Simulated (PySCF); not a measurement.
PySCF job for Ti(OH)3(SH) (H4O3STi), SMILES [OH][Ti]([OH])([OH])[SH], multiplicity 1, B3LYP-D3(BJ)/def2-SVP. The structure is a stationary point at B3LYP-D3(BJ)/def2-SVP. The multiplicity is an assumed one; no other spin state was optimised. The structure was generated by enumeration; whether it is a known compound was not checked. The values are those of a single conformer.

```python
import numpy as np
from pyscf import gto, scf, dft, df
from pyscf.hessian import thermo

mol = gto.M(
    atom='''
    Ti    0.34248665    0.14324268    0.04783422
    O     1.27343704   -0.21033827   -1.43340736
    H     0.97882452   -0.35692421   -2.34070367
    O     1.15086963   -0.66307719    1.42523828
    H     1.14148469   -0.40862313    2.35696776
    O     0.11777497    1.88612477    0.31042050
    H     0.31364464    2.69211912   -0.18181920
    S    -1.80857326   -0.70051942   -0.20475228
    H    -1.36814100   -1.97127446   -0.02877267
    ''',
    basis='def2-SVP',
    charge=0,
    spin=0,
    max_memory=1600,
    verbose=3,
)
mf = dft.RKS(mol, xc='b3lyp').density_fit(auxbasis='def2-universal-jkfit')
mf.disp = 'd3bj'
mf.grids.level = 3
mf.conv_tol = 1e-11
mf.max_cycle = 100
mf.kernel()

# [left out here: the lines that compute and print the analytic Hessian (its translational invariance restored by hand, since the grid's response is missing), thermochemistry and intensities]
```

Log of the run:

```
converged SCF energy = -1475.57979858995

WARN: DFTD3 does not support analytical Hessian, using finite difference


WARN: Mole.unit (angstrom) is changed to Bohr

Mode                                 0                   1                   2
Irrep
Freq [cm^-1]                      106.4978            136.7079            166.8069
Reduced mass [au]                   2.0317              3.5962              2.8380
Force const [Dyne/A]                0.0136              0.0396              0.0465
Char temp [K]                     153.2266            196.6922            239.9980
Normal mode                   x     y     z       x     y     z       x     y     z
       0  Ti                 0.02 -0.02  0.01    0.02 -0.01 -0.04   -0.01 -0.05  0.02
       1   O                -0.01 -0.08  0.00    0.11  0.04  0.01    0.06  0.10  0.02
       2   H                -0.04  0.22 -0.04    0.28  0.09 -0.06    0.06  0.20  0.00
       3   O                 0.08  0.04  0.01   -0.06 -0.04 -0.02    0.07  0.02  0.01
       4   H                 0.01 -0.01  0.02   -0.32 -0.17  0.02    0.34  0.14 -0.02
       5   O                -0.09 -0.04  0.01   -0.07 -0.02 -0.02   -0.02 -0.04 -0.06
       6   H                -0.36  0.03  0.01   -0.12  0.01  0.01    0.11 -0.12 -0.13
       7   S                -0.00  0.06 -0.01   -0.01  0.03  0.08   -0.05  0.03 -0.01
       8   H                -0.01 -0.02 -0.53   -0.03  0.01  0.03   -0.19  0.02  0.24
Mode                                 3                   4                   5
Irrep
Freq [cm^-1]                      184.9639            196.8130            224.6338
Reduced mass [au]                   2.7716              1.7217              3.7377
Force const [Dyne/A]                0.0559              0.0393              0.1111
Char temp [K]                     266.1219            283.1701            323.1980
Normal mode                   x     y     z       x     y     z       x     y     z
       0  Ti                -0.03 -0.00 -0.04   -0.02  0.02  0.03    0.02 -0.04 -0.01
       1   O                 0.07 -0.03  0.03   -0.00  0.01  0.04   -0.05  0.08 -0.09
       2   H                 0.19  0.14 -0.04   -0.04  0.59 -0.05   -0.12  0.16 -0.08
       3   O                 0.02  0.10 -0.02   -0.02 -0.05 -0.02   -0.06  0.06  0.11
       4   H                -0.02  0.20 -0.05    0.04 -0.21  0.02   -0.27  0.13  0.09
       5   O                 0.07 -0.02  0.08    0.06  0.04 -0.10    0.06 -0.04  0.01
       6   H                 0.25  0.07  0.30    0.13  0.03 -0.09   -0.01 -0.12 -0.15
       7   S                -0.05 -0.03  0.02   -0.00 -0.04  0.02    0.01 -0.00  0.01
       8   H                 0.02 -0.04 -0.26    0.13 -0.04 -0.33    0.03 -0.03 -0.21
Mode                                 6                   7                   8
Irrep
Freq [cm^-1]                      249.2277            293.7298            316.8931
Reduced mass [au]                   1.2532              1.2425              1.4702
Force const [Dyne/A]                0.0459              0.0632              0.0870
Char temp [K]                     358.5831            422.6119            455.9387
Normal mode                   x     y     z       x     y     z       x     y     z
       0  Ti                 0.01  0.00 -0.01    0.00 -0.01  0.01   -0.01 -0.01 -0.00
       1   O                -0.00 -0.07 -0.03   -0.03 -0.01 -0.00    0.00  0.01 -0.02
       2   H                -0.13  0.57 -0.09   -0.14  0.14  0.01   -0.16 -0.15  0.06
       3   O                -0.06  0.01  0.02    0.08  0.04  0.00   -0.05 -0.02  0.02
       4   H                 0.20  0.19 -0.03   -0.55 -0.34  0.10    0.34  0.13 -0.02
       5   O                -0.02 -0.02  0.03   -0.04 -0.01 -0.03   -0.08 -0.02 -0.03
       6   H                -0.15  0.17  0.28    0.43  0.05  0.26    0.55  0.04  0.31
       7   S                 0.02  0.00 -0.01    0.00  0.01 -0.02    0.05  0.03  0.02
       8   H                -0.03  0.05  0.47   -0.09  0.01  0.24    0.07 -0.01 -0.28
Mode                                 9                  10                  11
Irrep
Freq [cm^-1]                      394.6861            414.2277            447.8106
Reduced mass [au]                   2.4575              1.4113              1.9279
Force const [Dyne/A]                0.2256              0.1427              0.2278
Char temp [K]                     567.8655            595.9815            644.2997
Normal mode                   x     y     z       x     y     z       x     y     z
       0  Ti                 0.06  0.02  0.01   -0.01 -0.00 -0.01    0.06  0.02  0.00
       1   O                 0.05  0.02 -0.03    0.09 -0.04 -0.01   -0.05 -0.04 -0.02
       2   H                -0.39 -0.15  0.13   -0.57  0.12  0.17    0.37  0.12 -0.18
       3   O                -0.02 -0.01  0.02   -0.02  0.03 -0.03   -0.01 -0.03  0.02
       4   H                 0.09 -0.12  0.05    0.01 -0.10 -0.00    0.08  0.10 -0.01
       5   O                 0.00  0.00 -0.03   -0.03  0.03  0.08   -0.07  0.05  0.05
       6   H                -0.11  0.20  0.25    0.14 -0.32 -0.44    0.37 -0.23 -0.26
       7   S                -0.09 -0.04 -0.00    0.00  0.00  0.01   -0.04 -0.02 -0.01
       8   H                -0.19 -0.09 -0.09    0.02  0.01  0.02   -0.19 -0.07 -0.01
Mode                                12                  13                  14
Irrep
Freq [cm^-1]                      492.2036            540.4995            747.0955
Reduced mass [au]                   1.2502              1.1776              8.8079
Force const [Dyne/A]                0.1784              0.2027              2.8965
Char temp [K]                     708.1714            777.6584           1074.9041
Normal mode                   x     y     z       x     y     z       x     y     z
       0  Ti                -0.00 -0.01 -0.00    0.02  0.00  0.00   -0.05 -0.01 -0.00
       1   O                -0.01 -0.01 -0.02    0.01 -0.00 -0.02    0.07 -0.03 -0.11
       2   H                 0.21 -0.04 -0.09    0.02 -0.02 -0.02    0.06 -0.02 -0.12
       3   O                -0.05  0.09  0.00    0.02 -0.01  0.03    0.07 -0.06  0.11
       4   H                 0.41 -0.72  0.21    0.02 -0.01  0.03    0.05 -0.07  0.12
       5   O                 0.01 -0.02  0.02   -0.02 -0.02 -0.00   -0.00  0.11  0.01
       6   H                -0.02 -0.02 -0.00    0.06 -0.04 -0.00   -0.04  0.12  0.02
       7   S                 0.01  0.00 -0.00   -0.06  0.00 -0.01    0.00 -0.00  0.00
       8   H                -0.00  0.00  0.04    0.85  0.32  0.11   -0.04 -0.02 -0.01
Mode                                15                  16                  17
Irrep
Freq [cm^-1]                      813.0733            821.6722           2652.0375
Reduced mass [au]                   8.6361              8.1405              1.0380
Force const [Dyne/A]                3.3638              3.2382              4.3015
Char temp [K]                    1169.8314           1182.2033           3815.6915
Normal mode                   x     y     z       x     y     z       x     y     z
       0  Ti                -0.02  0.04  0.07   -0.02  0.07 -0.05   -0.00 -0.00  0.00
       1   O                 0.06 -0.03 -0.12   -0.01 -0.00  0.04    0.00  0.00 -0.00
       2   H                 0.12 -0.04 -0.14   -0.07  0.04  0.05   -0.00 -0.00 -0.00
       3   O                -0.02  0.02 -0.06    0.05 -0.05  0.10    0.00  0.00  0.00
       4   H                -0.10  0.08 -0.07    0.08 -0.09  0.11   -0.00  0.00  0.00
       5   O                 0.01 -0.11 -0.02    0.02 -0.13 -0.00   -0.00  0.00  0.00
       6   H                 0.03 -0.12 -0.02    0.03 -0.18 -0.07    0.00  0.00 -0.00
       7   S                 0.00 -0.00 -0.00    0.00 -0.00  0.00    0.01 -0.03  0.00
       8   H                -0.03 -0.01 -0.00   -0.09 -0.03  0.01   -0.31  0.92 -0.13
Mode                                18                  19                  20
Irrep
Freq [cm^-1]                     3862.2646           3873.6909           3885.3334
Reduced mass [au]                   1.0673              1.0674              1.0684
Force const [Dyne/A]                9.3802              9.4373              9.5029
Char temp [K]                    5556.9389           5573.3787           5590.1297
Normal mode                   x     y     z       x     y     z       x     y     z
       0  Ti                 0.00 -0.00  0.00   -0.00  0.00  0.00   -0.00 -0.00 -0.00
       1   O                -0.00 -0.00 -0.01   -0.02 -0.01 -0.06   -0.00 -0.00 -0.01
       2   H                 0.04  0.02  0.12    0.28  0.14  0.89    0.06  0.03  0.18
       3   O                -0.00 -0.01 -0.06    0.00  0.00  0.01    0.00  0.00  0.01
       4   H                -0.00  0.24  0.92   -0.00 -0.03 -0.10    0.00 -0.03 -0.10
       5   O                 0.00  0.00 -0.00   -0.00 -0.01  0.01    0.01  0.05 -0.03
       6   H                -0.02 -0.07  0.04    0.04  0.17 -0.10   -0.19 -0.79  0.47
       7   S                 0.00  0.00  0.00   -0.00 -0.00  0.00   -0.00 -0.00  0.00
       8   H                 0.00 -0.00 -0.00   -0.00  0.00  0.00   -0.00  0.00 -0.00
temperature 298.1500 [K]
pressure 101325.00 [Pa]
Rotational constants [GHz] 3.19723 1.98670 1.96967
Symmetry number 1
Zero-point energy (ZPE) 0.04743 [Eh]   124536.452 [J/mol]
                           tot       elec      trans        rot        vib
Entropy [J/mol/K]       386.172      0.000    169.638    115.658    100.875
Cv [J/mol/K]            129.733      0.000     12.472     12.472    104.790
Cp [J/mol/K]            138.047      0.000     20.786     12.472    104.790
Internal energy [J/mol]                      3718.434   3718.434 141697.317
Internal energy [Eh]   -1475.52300  -1475.57980
Enthalpy [J/mol]                             6197.391   3718.434 141697.317
Enthalpy [Eh]          -1475.52205
Gibbs free energy [J/mol]                  -44380.315 -30765.125 111621.404
Gibbs free energy [Eh] -1475.56591
static polarisability / bohr^3: [[60.795  7.504  2.657]
 [ 7.505 56.011 -0.203]
 [ 2.659 -0.201 51.702]]
largest difference of analytic and finite-field dipole derivatives / e: 0.001108034527728785
mode   freq/cm-1   IR/(km/mol)   Raman/(A^4/amu)   depolarisation
   1      106.50        24.609             5.203            0.750
   2      136.71         5.929             8.257            0.750
   3      166.81        11.423             5.065            0.726
   4      184.96        25.372             5.099            0.703
   5      196.81        33.690             2.336            0.742
   6      224.63        17.653             2.970            0.679
   7      249.23       168.527             2.621            0.750
   8      293.73        38.877             2.491            0.748
   9      316.89        75.212             4.728            0.688
  10      394.69        63.805             7.808            0.229
  11      414.23        71.598             1.903            0.517
  12      447.81       257.992             8.217            0.269
  13      492.20       148.744             1.571            0.738
  14      540.50        19.274             9.118            0.748
  15      747.10       115.513            24.203            0.004
  16      813.07       190.908             3.296            0.712
  17      821.67       191.266             3.684            0.635
  18     2652.04         2.033           131.997            0.306
  19     3862.26       245.115           106.290            0.406
  20     3873.69       152.714           120.352            0.472
  21     3885.33       232.253           161.801            0.224
max |gradient| / (hartree/bohr): 8.49352206055917e-05
APT charges: [ 2.0912 -0.9118  0.3458 -0.8908  0.3393 -0.9033  0.3613 -0.4717  0.0399]
```

The calculation finished and met its thresholds.

Cost: about 4 core-minutes (a rough figure).
